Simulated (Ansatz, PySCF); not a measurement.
C4H10BN, SMILES CC1CB(N)C1. Atoms are numbered in the order given.

```xyz
16

C     -2.3651     0.1808     0.0000
C     -0.9537    -0.3884     0.0000
C      0.0178     0.0732    -1.1392
B      1.1278     0.0916     0.0000
N      2.5112    -0.0528     0.0000
C      0.0178     0.0732     1.1392
H     -2.9298    -0.1394    -0.8920
H     -2.9298    -0.1394     0.8920
H     -2.3382     1.2842     0.0000
H     -1.0035    -1.4913     0.0000
H     -0.2464     1.0932    -1.4728
H      0.1029    -0.5678    -2.0313
H      3.0615    -0.1100    -0.8492
H      3.0615    -0.1100     0.8492
H      0.1029    -0.5678     2.0313
H     -0.2464     1.0932     1.4728
```

Geometry: B3LYP-D3(BJ)/def2-SVP. The structure was generated by enumeration, and PubChem lists no compound with its InChIKey, so it may never have been made. Other conformers were not sampled.

Two levels are set side by side: PBE-D3(BJ)/def2-SVP (Ansatz, an electronic-structure program) and B3LYP-D3(BJ)/def2-SVP (Ansatz). Each level has its own optimised geometry; the coordinates shown are those of the second. Frequencies come from the Hessian of PySCF at each geometry. Differences are taken from unrounded values.

| quantity | B3LYP-D3(BJ) |
|---|---|
| mean bond length (Å) | 1.255 |
| bond C1–C2 (Å) | 1.522 |
| bond C2–C3 (Å) | 1.567 |
| bond C2–C6 (Å) | 1.567 |
| bond C3–B4 (Å) | 1.591 |
| bond B4–N5 (Å) | 1.391 |
| bond B4–C6 (Å) | 1.591 |
| bond C1–H7 (Å) | 1.103 |
| bond C1–H8 (Å) | 1.103 |
| bond C1–H9 (Å) | 1.104 |
| bond C2–H10 (Å) | 1.104 |
| bond C3–H11 (Å) | 1.105 |
| bond C3–H12 (Å) | 1.102 |
| bond N5–H13 (Å) | 1.014 |
| bond N5–H14 (Å) | 1.014 |
| bond C6–H15 (Å) | 1.102 |
| bond C6–H16 (Å) | 1.105 |
| highest harmonic wavenumber (cm⁻¹) | 3678 |
| mean harmonic wavenumber (cm⁻¹) | 1464 |
| zero-point energy (kcal/mol) | 87.88 |

### Question
What does PBE-D3(BJ) give, and how far is it from B3LYP-D3(BJ)? (Estimate from the structure and the level; the computed values follow.)

### Answer

| quantity | PBE-D3(BJ) | PBE-D3(BJ) minus B3LYP-D3(BJ) |
|---|---|---|
| mean bond length (Å) | 1.261 | 0.006 |
| bond C1–C2 (Å) | 1.524 | 0.002 |
| bond C2–C3 (Å) | 1.569 | 0.002 |
| bond C2–C6 (Å) | 1.569 | 0.002 |
| bond C3–B4 (Å) | 1.593 | 0.003 |
| bond B4–N5 (Å) | 1.397 | 0.006 |
| bond B4–C6 (Å) | 1.593 | 0.003 |
| bond C1–H7 (Å) | 1.111 | 0.007 |
| bond C1–H8 (Å) | 1.111 | 0.007 |
| bond C1–H9 (Å) | 1.111 | 0.008 |
| bond C2–H10 (Å) | 1.112 | 0.008 |
| bond C3–H11 (Å) | 1.113 | 0.008 |
| bond C3–H12 (Å) | 1.109 | 0.007 |
| bond N5–H13 (Å) | 1.021 | 0.007 |
| bond N5–H14 (Å) | 1.021 | 0.007 |
| bond C6–H15 (Å) | 1.109 | 0.007 |
| bond C6–H16 (Å) | 1.113 | 0.008 |
| highest harmonic wavenumber (cm⁻¹) | 3604 | -74 |
| mean harmonic wavenumber (cm⁻¹) | 1427 | -36 |
| zero-point energy (kcal/mol) | 85.70 | -2.18 |

Exact exchange shortens and stiffens bonds; PBE has none. Differences between two approximate levels are no errors against the true value.
